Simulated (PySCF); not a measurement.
Molfile (atoms numbered from 1):
```
CH9OPSi2
     RDKit          3D

 14 13  0  0  0  0  0  0  0  0999 V2000
   -2.5140    0.4947    0.2212 Si  0  0  0  0  0  4  0  0  0  0  0  0
   -1.2105   -0.5101   -0.7354 C   0  0  0  0  0  0  0  0  0  0  0  0
    0.0294    0.1656   -0.7719 O   0  0  0  0  0  0  0  0  0  0  0  0
    1.2764   -0.0646    0.3096 Si  0  0  0  0  0  4  0  0  0  0  0  0
    3.0628    0.9429   -0.6154 P   0  0  0  0  0  0  0  0  0  0  0  0
   -3.8189   -0.2375    0.2138 H   0  0  0  0  0  0  0  0  0  0  0  0
   -2.0645    0.6797    1.6345 H   0  0  0  0  0  0  0  0  0  0  0  0
   -2.6893    1.8341   -0.4129 H   0  0  0  0  0  0  0  0  0  0  0  0
   -1.5558   -0.6592   -1.7733 H   0  0  0  0  0  0  0  0  0  0  0  0
   -1.1174   -1.5239   -0.2967 H   0  0  0  0  0  0  0  0  0  0  0  0
    1.0093    0.5946    1.6270 H   0  0  0  0  0  0  0  0  0  0  0  0
    1.4396   -1.5356    0.5492 H   0  0  0  0  0  0  0  0  0  0  0  0
    3.9095    0.5358    0.4640 H   0  0  0  0  0  0  0  0  0  0  0  0
    3.4042   -0.1822   -1.4269 H   0  0  0  0  0  0  0  0  0  0  0  0
  1  2  1  0
  2  3  1  0
  3  4  1  0
  4  5  1  0
  1  6  1  0
  1  7  1  0
  1  8  1  0
  2  9  1  0
  2 10  1  0
  4 11  1  0
  4 12  1  0
  5 13  1  0
  5 14  1  0
M  END
```

Geometry: PBE0-D3(BJ)/def2-SVP; GIAO absolute shieldings from PySCF, gas phase, non-relativistic, averaged over equivalent atoms.

At LDA/pcSseg-1 (151 basis functions, 14 s wall time on 1 thread of an Arm Neoverse V2, shared host):
```
   atoms  σ (ppm)
     Si4    312.7
     Si1    402.9
      C2    121.2
      O3    325.2
      P5    573.7
 H11/H12    24.87
H6/H7/H8    26.68
  H9/H10    26.74
 H13/H14    29.08
```

**Question.** Predict the values at B97-D/pcSseg-1 on the same geometry.

**Answer.** 
| atoms | σ at B97-D/pcSseg-1 | change |
| --- | --- | --- |
| Si4 | 350.5 | +37.8 |
| Si1 | 420.7 | +17.8 |
| C2 | 122.1 | +0.9 |
| O3 | 321.0 | -4.2 |
| P5 | 568.1 | -5.6 |
| H11/H12 | 25.98 | +1.11 |
| H6/H7/H8 | 27.56 | +0.88 |
| H9/H10 | 27.49 | +0.75 |
| H13/H14 | 29.86 | +0.78 |

The largest change is at Si4 (silicon bonded to O, P, 2 H). Cost: 151 basis functions, 17 s wall time on 1 thread of an Arm Neoverse V2, shared host.
